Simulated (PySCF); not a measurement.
This script is equivalent to a calculation on Ge⁺ (germanium, charge +1).

```python
from pyscf import gto, scf, dft, mp, cc
import basis_set_exchange as bse
mol = gto.M(atom="Ge 0 0 0", charge=1, spin=1, symmetry="D2h",
            basis=gto.basis.parse(bse.get_basis("aug-cc-pVDZ-DK", elements=["Ge"], fmt="nwchem", header=False)),
            nucmod="G")
mf = scf.UHF(mol).sfx2c1e()
mf.irrep_nelec = {'Ag': (6, 6), 'B1g': (1, 1), 'B2g': (1, 1), 'B3g': (1, 1), 'B1u': (2, 2), 'B2u': (3, 2), 'B3u': (2, 2)}
mf.kernel()
```

(1) What total energy does it give?

(2) Which occupied shell lies highest, and where?

(3) What is ⟨S²⟩, and what would a pure spin state give?

Results:

(1) -2096.68721 hartree (calculated).

(2) 4p α, at -15.537 eV.

(3) 0.760, against 0.75.
